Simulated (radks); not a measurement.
Results of a calculation; reference values are marked as such.
Task: Coherent X-ray form factor from a spherical all-electron density. Level of theory: Dirac Kohn-Sham, LB94 model potential, spin-unpolarised, spherical densities, finite nucleus; Fermi nuclear charge, rms radius of each element as measured or else 0.836 A^(1/3) + 0.57 fm (a radial shooting solver on a logarithmic mesh with Libxc functionals).

| sin(theta)/lambda (1/angstrom) | f0 (electrons) |
|---|---|
| 0.05 | 34.600 |
| 0.1 | 33.474 |
| 0.15 | 31.815 |
| 0.2 | 29.866 |
| 0.25 | 27.853 |
| 0.3 | 25.931 |
| 0.4 | 22.618 |
| 0.5 | 19.966 |
| 0.6 | 17.718 |
| 0.8 | 13.871 |
| 1 | 10.830 |
| 1.25 | 8.278 |
| 1.5 | 6.813 |
| 2 | 5.345 |

The species is in the configuration that NIST lists as its ground one. Which atom or ion scatters so?

Result: The strontium ion Sr3+, [Ar] 3d10 4s2 4p5. Extrapolating in s^2 from the first two rows gives f0(0) = 35.0, near the electron count 35; among species with that count, the fall with angle is slower the higher Z, and the table is that of Z = 38; from so few rows the species is fixed only to a neighbour or two.
